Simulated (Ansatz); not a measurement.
Geometry optimisation, RKS LDA/def2-SVP in Ansatz.

Input file:

```yaml
crystal:
  periodic: [false, false, false]
  atoms:
    - { symbol: "N", position_ang: [-0.51965, 0.96496, -0.01903] }
    - { symbol: B, position_ang: [0.05995, -0.29755, -0.08886] }
    - { symbol: O, position_ang: [1.08517, -0.62876, 0.7178] }
    - { symbol: Cl, position_ang: [-0.58428, -1.44916, -1.25991] }
    - { symbol: H, position_ang: [-1.28386, 1.2616, -0.59742] }
    - { symbol: H, position_ang: [-0.19563, 1.66144, 0.62757] }
    - { symbol: H, position_ang: [1.4383, -1.51254, 0.61984] }
basis:
  gaussian: { orbitals: def2-SVP }
hamiltonian:
  xc: lda
relax:
  f_tol: 0.015
  max_steps: 40
```

Command:

```bash
$ ansatz run input.yaml --threads 1 --pin off --max-ram 2048MiB --backend cpu --events-out ev --progress --plain --runs-dir out
```

Question: Where does it end, and by what steps?

Answer: The run converged. After 5 steps the energy has fallen by 0.036 eV; H7 moved furthest, 0.05 Å.

```tsv
step	energy less start (eV)	largest force component (eV/Å)	accepted
0	0.0000	0.767	yes
1	-0.0271	0.267	yes
2	-0.0334	0.092	yes
3	-0.0352	0.056	yes
4	-0.0351	0.075	no
5	-0.0358	0.014	yes
```

```xyz
7
Properties=species:S:1:pos:R:3
N -0.521 0.976 -0.015
B 0.063 -0.289 -0.080
O 1.097 -0.619 0.734
Cl -0.562 -1.478 -1.255
H -1.298 1.258 -0.612
H -0.187 1.682 0.644
H 1.409 -1.529 0.584
```

Run time: 10 s on 1 thread of Arm Neoverse V1 (shared host), peak memory 0.14 GiB.
